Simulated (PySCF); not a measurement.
## Computed properties of C4H9O, SMILES C1CC[OH+]C1, charge +1

C4H9O, SMILES C1CC[OH+]C1, charge +1. Geometry: B3LYP-D3(BJ)/def2-SVP. The isomer is the one that the SMILES or the coordinates give; other isomers of the formula were not compared. One conformer was computed; it need not be the lowest. All values are computed for the isolated molecule unless a solvent is named; none is compared with measurement here.

**Structure.** All 36 harmonic modes at B3LYP-D3(BJ)/def2-SVP (PySCF) are real, so it is a minimum. With heavy atoms numbered as in [CH2:1]1[CH2:2][CH2:3][OH+:4][CH2:5]1, the shortest bond between them is C3–O4 at 1.514 Å and the longest C1–C2 at 1.539 Å.

**Vibrations.** The strongest infrared lines (harmonic, unscaled, degenerate partners summed) lie at 3720 cm⁻¹ (268 km/mol, H 94 %), 461 cm⁻¹ (122 km/mol, H 59 %, O 33 %, C 8 %), 747 cm⁻¹ (52 km/mol, C 41 %, O 33 %, H 25 %). The softest mode is at 145 cm⁻¹ and the zero-point energy is 81.0 kcal/mol.

**Electronic structure.** M06-2X/def2-TZVP (PySCF) places the frontier levels at -16.00 and -4.25 eV, a gap of 11.75 eV and a mean polarisability of 45.9 bohr³. PBE/def2-TZVP (PySCF) at the same geometry gives -13.20 and -6.10 eV, so its gap is 4.65 eV narrower. An orbital gap is neither the optical nor the fundamental gap.

**Excitations.** TDDFT-ωB97X/def2-SVPD (PySCF) has S1 at 8.92 eV (139 nm, f = 0.001, dark); the most intense of the 10 singlets computed lies at 11.24 eV (f = 0.05). T1 (TDA) is at 8.38 eV. TDDFT-PBE/def2-SVPD (PySCF) puts S1 at 7.17 eV. No vertical singlet excitation falls in the visible range (under 3.1 eV).

**NMR.** GIAO shifts at HF/pcSseg-1 (PySCF) (non-relativistic, atoms alike by connectivity averaged): ¹³C from 25.9 to 86.3 ppm against TMS; ¹H from 2.9 to 5.4 ppm against TMS.

**Solvation.** SMD-B3LYP/6-31G* (PySCF) gives -64.3 kcal/mol in water, -66.7 kcal/mol in methanol, -53.2 kcal/mol in chlorobenzene (1 M in both phases, gas-phase geometry); of these solvents methanol holds the molecule best.
